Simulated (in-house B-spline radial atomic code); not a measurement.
Configurations of Ag+, with energies counted from [Kr] 4d10. Level of theory: Dirac-Hartree-Fock, average of configuration, Fermi nucleus of rms radius 4.5454 fm; calculated with a radial B-spline atomic code at the basis-set limit. Energies include first-order Breit, QED and recoil terms.

Occupations are held fixed; configurations that lie above the ionisation limit could autoionise.

```json
{"configuration": "[Kr] 4d9 5s1", "E - E(ref) (eV)": "4.7246", "highest orbital": "5s1/2", "its <r> (bohr)": "2.845"}
{"configuration": "[Kr] 4d9 8s1", "E - E(ref) (eV)": "17.697", "highest orbital": "8s1/2", "its <r> (bohr)": "18.64"}
{"configuration": "[Kr] 4d9 7f1", "E - E(ref) (eV)": "18.778", "highest orbital": "7f5/2", "its <r> (bohr)": "33.5"}
{"configuration": "[Kr] 4d9 7g1", "E - E(ref) (eV)": "18.784", "highest orbital": "7g7/2", "its <r> (bohr)": "31.75"}
{"configuration": "[Kr] 4d9 8f1", "E - E(ref) (eV)": "19.04", "highest orbital": "8f5/2", "its <r> (bohr)": "44.71"}
{"configuration": "[Kr] 4d9 8g1", "E - E(ref) (eV)": "19.045", "highest orbital": "8g7/2", "its <r> (bohr)": "43"}
{"configuration": "[Ar] 3d10 4s2 4p5 4d10 6s1", "E - E(ref) (eV)": "72.874", "highest orbital": "6s1/2", "its <r> (bohr)": "6.635"}
{"configuration": "[Ar] 3d10 4s2 4p5 4d10 5g1", "E - E(ref) (eV)": "76.958", "highest orbital": "5g9/2", "its <r> (bohr)": "13.75"}
{"configuration": "[Ar] 3d10 4s2 4p5 4d10 6g1", "E - E(ref) (eV)": "77.623", "highest orbital": "6g7/2", "its <r> (bohr)": "22"}
{"configuration": "[Ar] 3d10 4s2 4p5 4d10 8d1", "E - E(ref) (eV)": "77.706", "highest orbital": "8d5/2", "its <r> (bohr)": "27.19"}
{"configuration": "[Ar] 3d10 4s2 4p5 4d10 8f1", "E - E(ref) (eV)": "78.28", "highest orbital": "8f5/2", "its <r> (bohr)": "44.69"}
{"configuration": "[Ar] 3d9 4s2 4p6 4d10 5g1", "E - E(ref) (eV)": "383.84", "highest orbital": "5g9/2", "its <r> (bohr)": "13.75"}
```

Q: Order these further configurations by energy, lowest first.
A. [Ar] 3d9 4s2 4p6 4d10 7s1
B. [Ar] 3d10 4s2 4p5 4d10 7f1
C. [Kr] 4d9 5g1
D. [Ar] 3d10 4s2 4p5 4d10 5d1
E. [Ar] 3d10 4s2 4p5 4d10 5s1

A: C (17.718 eV), E (63.805 eV), D (73.58 eV), B (78.018 eV), A (382.55 eV).

Q: How far above the reference does [Ar] 3d9 4s2 4p6 4d10 5p1 lie?

A: 375.73 eV; its least bound orbital is 5p3/2 with <r> = 3.672 bohr.

Q: How far above the reference does [Ar] 3d9 4s2 4p6 4d10 6p1 lie?

A: 381.16 eV; its least bound orbital is 6p3/2 with <r> = 8.08 bohr.

Q: How far above the reference does [Ar] 3d10 4s2 4p5 4d10 6f1 lie?

A: 77.614 eV; its least bound orbital is 6f5/2 with <r> = 23.78 bohr.

Q: One of these lies 75.67 eV from the reference. Which?
A. [Kr] 4d9 6g1
B. [Kr] 4d9 6p1
C. [Ar] 3d10 4s2 4p5 4d10 7s1
D. [Ar] 3d9 4s2 4p6 4d10 8g1

A: C.
